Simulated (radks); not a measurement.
Excited configurations of Xe II: one electron is placed in a higher orbital outside [Kr] 4d10 5s2 5p4. The ground configuration is [Kr] 4d10 5s2 5p5. Calculated with a radial shooting solver on a logarithmic mesh with Libxc functionals: scalar-relativistic Kohn-Sham, PBE, spin-polarised, spherical densities, finite nucleus; open shells are filled with parallel spins first (spin-orbit coupling, left out, can overturn this in heavy ions); Fermi nuclear charge, rms radius 4.7859 fm. Excitation = E - E(ground); binding = E(ion) - E, where the ion is the core of charge +2; n* = 2/sqrt(2 binding) in atomic units, and the quantum defect is n - n*.

| outer orbital | excitation (eV) | binding (eV) | n* | quantum defect | eigenvalue (eV) |
|---|---|---|---|---|---|
| 5d | 12.110 | 8.996 | 2.460 | 2.540 | -5.971 |
| 5f | 18.043 | 3.062 | 4.216 | 0.784 | -2.148 |
| 6s | 11.530 | 9.575 | 2.384 | 3.616 | -7.428 |
| 6f | 18.932 | 2.174 | 5.004 | 0.996 | -1.677 |
| 7s | 16.156 | 4.949 | 3.316 | 3.684 | -3.971 |
| 7p | 17.056 | 4.049 | 3.666 | 3.334 | -3.214 |

The Delta-SCF ionisation energy is 21.105 eV (NIST Atomic Spectra Database: 20.975 eV, semi-empirical). Self-interaction in the functional shifts the binding energies and quantum defects, so they are the method's values and not measured ones. Open shells are spherical and high-spin; term and fine-structure splittings are not resolved. Spin-orbit splitting is averaged out at the scalar-relativistic level.
